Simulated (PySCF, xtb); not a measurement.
BClFH2N, SMILES NB(F)Cl.

GFN2-xTB (xtb 6.7.1) at its own geometry gives an orbital gap of 6.21 eV and a dipole moment of 3.62 D.

Coordinates come from a B3LYP-D3(BJ)/def2-SVP optimisation. Other conformers were not sampled.

**Question.** What does HF/def2-TZVPD (PySCF) give? (An estimate is asked for; the answer gives what the named calculation found.)

**Answer.** gap 13.25 eV (levels -12.06 and 1.19 eV), dipole 2.82 D.
